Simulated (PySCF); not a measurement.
Bonds (- single, = double, # triple, : aromatic): O1=C2 1.205 Å, C2-O3 1.341 Å, C2-C4 1.467 Å, C4:C5 1.378 Å, C5:C6 1.415 Å, C6:C7 1.375 Å, C7:S8 1.710 Å, S8:C4 1.726 Å. O3 carries H9; C5 carries H10; C6 carries H11; C7 carries H12.

Geometry: PBE0-D3(BJ)/def2-SVP; GIAO absolute shieldings from PySCF, gas phase, non-relativistic, averaged over equivalent atoms.

At CAM-B3LYP/pcSseg-1 (163 basis functions, 27 s wall time on 1 thread of an x86-64 server CPU, shared host):
```tsv
atoms	σ (ppm)
O1	-68.7
O3	134.7
C2	14.7
C7	35.8
C5	36.7
C4	40.0
C6	47.6
S8	242.8
H10	23.24
H12	23.96
H11	24.20
H9	25.68
```

Predict the values at PBE0/cc-pVTZ on the same geometry.

## Answers


```tsv
atoms	σ at PBE0/cc-pVTZ	change
O1	-51.0	+17.7
O3	138.5	+3.8
C2	24.5	+9.8
C7	47.5	+11.7
C5	46.7	+10.0
C4	49.7	+9.7
C6	56.2	+8.6
S8	291.9	+49.1
H10	23.14	-0.10
H12	23.72	-0.24
H11	24.12	-0.08
H9	25.76	+0.08
```

The largest change is at S8 (aromatic ring sulfur). Cost: 300 basis functions, 51 s wall time on 1 thread of an Arm Neoverse V1, shared host. The order of the carbon signals changes between the two levels.

The C=O carbon of an acid or of an amide with N–H lies up to 10 ppm further downfield in solution, through hydrogen bonding that the calculation lacks.
